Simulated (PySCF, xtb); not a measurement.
B(F)2(NCO) (CBF2NO), SMILES O=C=NB(F)F. Atoms are numbered in the order given.

```xyz
6

B      0.0066    -0.9792     0.0000
F      0.9920    -1.8575     0.0000
F     -1.2363    -1.4321     0.0000
N      0.2853     0.4120     0.0000
C      0.0879     1.5980     0.0000
O     -0.0447     2.7538     0.0000
```
Charge 0, spin multiplicity 1.

Coordinates come from a ωB97X-D3(BJ)/def2-SVP optimisation. One conformer was computed; it need not be the lowest.

Method: IEF-PCM-ωB97X/def2-SVP in PySCF.

The values are the electrostatic part of the solvation free energy, E(continuum) − E(gas) at the gas-phase geometry, in a cavity of scaled van der Waals radii (PySCF's table); cavitation and dispersion terms are not included. In vacuum the orbital gap is 13.44 eV. The dipole moment in vacuum is 0.08 D.

| solvent | ε | ΔG(elec) (kcal/mol) | dipole (D) | gap (eV) |
|---|---|---|---|---|
| water | 78.36 | -2.6 | 0.16 | 13.47 |
| toluene | 2.37 | -1.2 | 0.11 | 13.45 |
| benzene | 2.27 | -1.1 | 0.11 | 13.45 |

For comparison, GFN2-xTB/ALPB(water) (xtb, at the GFN2-xTB geometry, all terms of that model) gives -0.1 kcal/mol.
